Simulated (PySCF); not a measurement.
# Trend along group 12: MH molecules

HF with double-zeta basis sets in PySCF, for the lowest determinant that a PBE0 search found; no spin–orbit coupling. De refers to high-spin ground-configuration atoms. A positive dipole means M(−)H(+).

| M | basis | reference | state (unpaired electrons) | Re (Å) | ωe (cm⁻¹) | De (eV) | μ (D) |
| --- | --- | --- | --- | --- | --- | --- | --- |
| Zn | def2-SVPD | UHF | doublet (σ ↑) | 1.628 | 1628 | 0.93 | -0.87 |
| Cd | cc-pVDZ-PP/cc-pVDZ | UHF | doublet (σ ↑) | 1.781 | 1500 | 0.63 | -0.86 |
| Hg | def2-SVP | UHF | doublet (σ ↑) | 1.822 | 1080 | -0.01 | -0.59 |

The shortest bond is that of ZnH (1.628 Å), the longest that of HgH (1.822 Å). ZnH is bound most strongly (0.93 eV) and HgH least (-0.01 eV).

The rows differ in basis set, which adds steps of its own.

Down a group the atoms grow and get heavier, so bonds lengthen and wavenumbers fall; this series shows no clear exception.

Spin–orbit coupling is left out. Hartree–Fock leaves out correlation, which carries a large part of most bond energies and some tenths to 1 eV of ionisation energies. A negative De means that the minimum lies above the separated atoms at that level. States were picked by a PBE0 search and need not be the measured ground states.
